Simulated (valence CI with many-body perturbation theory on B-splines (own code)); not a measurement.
**Ta LIII in brief**

Calculated by valence CI with perturbative core correlation (CI+MBPT): three valence electrons over a frozen Dirac-Fock core [Ar], a basis of 9 s, 9 p, 10 d, 8 f, 5 g, 3 h, 1 i functions for each j, with the one-electron correlation potential Σ1, the two-electron term Σ2, the three-electron term Σ3, Breit, model QED; selected CI, second order for the rest (own B-spline code, finite nucleus).

The last digits are not significant, and no measured levels were compared; by estimate large intervals hold to a few tenths of a per cent, small ones and those within an open d or f shell to about a per cent. The list stops below the first excitations out of the core. Only levels of the ground parity were solved; by the run's estimate the other parity begins above the list, which can be wrong where configurations are misplaced.

Levels are named by their leading jj configuration (3d3/2^4 stands for four electrons in 3d with j = 3/2), which in mixed levels can hold well under half, so a name can repeat and another be missing.

Rates and lifetimes use the calculated energies. Strong lines usually hold to 10 to 20 %, long lifetimes can be off by a factor of two.

Question: What is the ground level?

Answer: (3d3/2^3) J=3/2, composition 44 % 3d3 4F + 40 % 3d3 2D + 11 % 3d3 2P, g = 0.717.

Question: What is the ionisation energy?

Answer: 4878.8 eV; NIST lists 4877 ± 4 eV (theoretical).

Question: How well does LS coupling describe the low levels?

Answer: Among the lowest 18 levels the leading LS term, summed over configurations, holds 56 % on average. For single configurations the figures are 56 % in LS and 98 % in jj coupling. Terms mix most in the J = 3/2 level at 67.37 eV, where the leading one holds 38 %.
